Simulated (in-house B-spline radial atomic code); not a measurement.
Ionising O+ with different functionals

Computed with a B-spline radial code for spherical atoms: scalar-relativistic (spin-free X2C) Hamiltonian, Fermi nucleus of rms radius 2.6991 fm, spin-polarised at highest spin, spherical fractional occupations for the functionals, and exact exchange of hybrids averaged over the configuration. The ionisation energy is the difference of two self-consistent energies, [He] 2s2 2p3 → [He] 2s2 2p2, without Breit or QED terms; ε is the level of the shell that loses the electron (its least bound occupied spin orbital).

| method | rung | ΔSCF (eV) | -ε(2p) (eV) |
| --- | --- | --- | --- |
| PBE0 | global hybrid | 35.46 | 28.97 |
| B3LYP | global hybrid | 35.50 | 28.43 |
| TPSSh | global hybrid | 35.70 | 27.65 |
| BHandHLYP | global hybrid | 35.28 | 31.39 |
| r2SCAN0 | global hybrid | 36.06 | 29.65 |
| B97-1 | global hybrid | 35.35 | 28.42 |
| HSE06 | range-separated hybrid | 35.46 | 28.54 |
| wB97X | range-separated hybrid | 35.27 | 31.37 |
| CAM-B3LYP | range-separated hybrid | 35.49 | 30.43 |
| LC-wPBE | range-separated hybrid | 35.62 | 31.81 |

Question: Among the functionals, which spreads more, the ΔSCF values or the orbital energies?

Answer: The orbital energies: ΔSCF values span about 0.79 eV and the orbital energies 4.16 eV; here energy differences depend much less on the functional than eigenvalues do.

Question: How do they compare with the NIST value?

Answer: NIST lists 35.121 eV (measured, ground level to ground level). Errors run from +0.15 to +0.94 eV; wB97X is closest (+0.15 eV), but part of that can be cancellation, since the calculations leave out spin-orbit coupling, Breit-QED terms, multiplet and fine-structure energies.
